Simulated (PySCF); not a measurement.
SMILES C(/C)=C/C#C (C5H6), singlet (GFN2-xTB optimised geometry):

```
11

C      1.694    -1.053     0.000
C      0.493    -1.025     0.000
C     -0.917    -1.025     0.000
C     -1.665     0.077     0.000
C     -1.130     1.468     0.000
H      2.743    -1.073     0.000
H     -1.376    -2.007     0.000
H     -2.743    -0.014     0.000
H     -0.042     1.463     0.000
H     -1.484     2.006     0.879
H     -1.485     2.007    -0.879
```

Method: PBE/def2-TZVP run with PySCF.

Problem. What are the frontier orbital energies and the dipole moment?

Solution. HOMO-2 -8.09 eV, HOMO-1 -6.71 eV, HOMO -5.82 eV, LUMO -1.61 eV, LUMO+1 0.01 eV; dipole moment 0.87 D.

On the same geometry PBE0/def2-TZVP (PySCF 2.14.0) gives HOMO-2 -9.43 eV, HOMO-1 -7.94 eV, HOMO -6.86 eV, LUMO -0.67 eV, LUMO+1 1.00 eV; dipole moment 0.89 D.

Meta-Löwdin charges at PBE/def2-TZVP: C1 -0.22, C2 -0.02, C3 -0.15, C4 -0.08, C5 -0.36, H6 0.17, H7 0.14, H8 0.12, H9 0.13, H10 0.13, H11 0.13.
